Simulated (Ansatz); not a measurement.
`O=[CH][SnH3]` + `OC[SiH2]CCl` → `ClC[SiH2][SnH3]` + `O=CCO`  (formal exchange of groups at the Sn–C bond)

Program: Ansatz. Geometries: PBE0-D4/def2-TZVP. ΔE: electronic, gas phase. CCSD(T)/CBS is the MP2 limit (def2-TZVPP, def2-QZVPP) plus CCSD(T) − MP2 in def2-TZVPP, frozen cores. Functionals use def2-TZVPP. def2 core potentials past Kr. For Sn outer-core shells are correlated without core-valence functions, which leaves a few kJ/mol of doubt a bond. One conformer a species, not always the lowest.

```csv
level,ΔE (kJ/mol)
BLYP-D4,-67.2
HF/def2-QZVPP,-86.7
```

(1) What does CCSD(T)/CBS give? (An estimate is asked.)

(2) What do rigid-rotor, harmonic-oscillator terms from PBE0-D4/def2-TZVP frequencies (298.15 K, 1 bar) make of the CCSD(T)/CBS value? (An estimate is asked.)

Largest T1 diagnostic among the species: 0.016.

## Answers

(1) Ansatz gave: -81.9 kJ/mol. The listed levels differ from it by 14.7, -4.8 kJ/mol.

(2) Ansatz gave: ΔZPE = +5.5 kJ/mol, ΔH = -77.5 kJ/mol, ΔS = -10 J/(mol·K), ΔG = -74.7 kJ/mol. Modes under 50 cm⁻¹ make the entropy rough.

In def2-TZVPP, CCSD(T) changes the Hartree–Fock value by +7.8 kJ/mol (the triples alone add +1.7 kJ/mol) and MP2 by +4.6 kJ/mol. At CCSD(T), def2-SVP lies −7.1 kJ/mol from the extrapolated value and def2-TZVPP +2.4 kJ/mol.
